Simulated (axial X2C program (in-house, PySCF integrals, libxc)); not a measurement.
## Curves of RbB⁺ by EOM-EA-CCSD

Computed with an in-house all-electron X2C program for linear molecules (integrals from PySCF): two-component X2C with atomic mean-field Coulomb and Gaunt terms, Gaussian nuclei, basis Rb dyall-acv3z, B dyall-av3z with contracted cores.

Energies in eV from the lowest point of the lowest state; states are followed by energy order within each Ω. Reference: RbB²⁺, 10 electrons correlated in 92 virtual spinors with an MP2 remainder; levels at this size can be off by some tenths of an eV. Masses 84.912 and 11.009 u.

| R (Å) | (1)Ω=1/2 | (1)Ω=3/2 | (2)Ω=1/2 |
| --- | --- | --- | --- |
| 3.247 | 0.0434 | 0.3043 | 0.3044 |
| 3.388 | 0.0121 | 0.2870 | 0.2872 |
| 3.529 | 0.0000 | 0.2786 | 0.2790 |
| 3.688 | 0.0013 | 0.2754 | 0.2758 |
| 3.847 | 0.0123 | 0.2757 | 0.2761 |
| 4.058 | 0.0369 | 0.2775 | 0.2763 |

T1 of the reference reaches 0.006 (Lee–Taylor). Curves followed by order can swap character. Number of frozen shells: Rb 3 s, 2 p, 1 d; B 1 s. Roots with under 60 % one-particle weight at any point are counted in the labels but not shown, and the list ends where the roots sought for some Ω run out; states that need a further excitation are missing and may lie low or lowest. Curves with a minimum but no constants failed the fit check.
